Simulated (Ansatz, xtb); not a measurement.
Relative energy of two isomers of C3H7BGe

We compare X, `BCC#[C][GeH3]`, a singlet, with Y, `B[C@@H]([GeH3])C#C`, a singlet. Both are isolated molecules in the gas phase, relaxed with B3LYP-D3(BJ)/def2-SVP; the shapes shown needn't be the lowest conformers.

X (Å):

| atom | x (Å) | y (Å) | z (Å) |
| --- | --- | --- | --- |
| C | 0.3171 | -0.8667 | 0.9951 |
| C | -0.7458 | -0.2948 | 0.1813 |
| C | -1.6489 | 0.1878 | -0.4798 |
| B | 0.0902 | -0.9683 | 2.5461 |
| Ge | -3.0564 | 0.9392 | -1.5116 |
| H | 0.9794 | -1.4338 | 3.2169 |
| H | -0.9292 | -0.6038 | 3.0734 |
| H | 1.2694 | -0.3159 | 0.8462 |
| H | 0.5700 | -1.8918 | 0.6500 |
| H | -4.0892 | 1.5935 | -0.5747 |
| H | -3.7367 | -0.1727 | -2.3321 |
| H | -2.4806 | 2.0030 | -2.4653 |

Y (Å):

| atom | x (Å) | y (Å) | z (Å) |
| --- | --- | --- | --- |
| C | -0.6409 | 0.2398 | 0.6446 |
| C | -1.0043 | 1.0127 | -0.5249 |
| C | -1.3210 | 1.6404 | -1.5136 |
| B | -1.4853 | 0.3665 | 1.9295 |
| Ge | -0.9962 | -1.7218 | 0.2014 |
| H | -2.6167 | 0.7779 | 1.8832 |
| H | -1.0335 | -0.0390 | 2.9727 |
| H | 0.4480 | 0.2283 | 0.8209 |
| H | -0.2644 | -1.9653 | -1.1278 |
| H | -0.4255 | -2.6240 | 1.3121 |
| H | -2.5073 | -1.9527 | 0.0352 |
| H | -1.6018 | 2.2069 | -2.3806 |

Quicker runs give these differences E(Y) − E(X): GFN2-xTB +22.6 kJ/mol; HF/STO-3G +58.4 kJ/mol (at GFN2-xTB geometries); r2SCAN-D4/def2-SVP +14.0 kJ/mol (at GFN2-xTB geometries).

**Question.** Estimate E(Y) − E(X) at the level CCSD(T)/def2-SVP + ΔMP2/def2-TZVPP.

**Answer.** Calculated at CCSD(T)/def2-SVP + ΔMP2/def2-TZVPP: E(Y) − E(X) = +10.0 kJ/mol, so structure X lies lower.

Level by level:

```json
{"level": "GFN2-xTB", "geometry": "GFN2-xTB", "E(Y) − E(X) (kJ/mol)": "+22.6", "departure from the last row (kJ/mol)": "+12.6", "job, with rough time for the two": "optimisation, 0.14 s"}
{"level": "HF/STO-3G", "geometry": "GFN2-xTB", "E(Y) − E(X) (kJ/mol)": "+58.4", "departure from the last row (kJ/mol)": "+48.4", "job, with rough time for the two": "single point, 0.36 s"}
{"level": "r2SCAN-D4/def2-SVP", "geometry": "GFN2-xTB", "E(Y) − E(X) (kJ/mol)": "+14.0", "departure from the last row (kJ/mol)": "+4.0", "job, with rough time for the two": "single point, 2.2 s"}
{"level": "B3LYP-D3(BJ)/def2-SVP", "geometry": "B3LYP-D3(BJ)/def2-SVP", "E(Y) − E(X) (kJ/mol)": "+11.0", "departure from the last row (kJ/mol)": "+1.0", "job, with rough time for the two": "optimisation, 44 s"}
{"level": "HF/def2-SVP", "geometry": "B3LYP-D3(BJ)/def2-SVP", "E(Y) − E(X) (kJ/mol)": "+34.1", "departure from the last row (kJ/mol)": "+24.1", "job, with rough time for the two": "part of the CCSD(T) run"}
{"level": "MP2/def2-SVP", "geometry": "B3LYP-D3(BJ)/def2-SVP", "E(Y) − E(X) (kJ/mol)": "+12.4", "departure from the last row (kJ/mol)": "+2.4", "job, with rough time for the two": "part of the CCSD(T) run"}
{"level": "CCSD(T)/def2-SVP", "geometry": "B3LYP-D3(BJ)/def2-SVP", "E(Y) − E(X) (kJ/mol)": "+14.3", "departure from the last row (kJ/mol)": "+4.3", "job, with rough time for the two": "single point"}
{"level": "CCSD(T)/def2-SVP + ΔMP2/def2-TZVPP", "geometry": "B3LYP-D3(BJ)/def2-SVP", "E(Y) − E(X) (kJ/mol)": "+10.0", "departure from the last row (kJ/mol)": "", "job, with rough time for the two": "single point, 29 s"}
```

As drawn, both hold the same kinds of bond in the same numbers.

The levels shown agree on the order. The largest departure from CCSD(T)/def2-SVP + ΔMP2/def2-TZVPP is that of HF/STO-3G, 48.4 kJ/mol. The last row adds to CCSD(T) the change of the MP2 difference between the two basis sets, here −4.3 kJ/mol.

With thermal terms from frequencies at re-optimised GFN2-xTB minima (ideal gas, soft modes damped towards free rotors, one conformer each, 298.15 K, 1 atm): on the last row, ΔE + ΔZPE = +8.5, ΔH = +7.4, ΔG = +12.0 kJ/mol.

The correlated steps freeze 13 core orbitals; the filled d shell of Ge is correlated, in a basis made for valence electrons. Mirror images aren't counted in ΔG. Codes used: Ansatz 0.2.0, xtb 6.7.1; the last row on 2 threads of Intel(R) Xeon(R) 6975P-C (Granite Rapids) on a shared host.
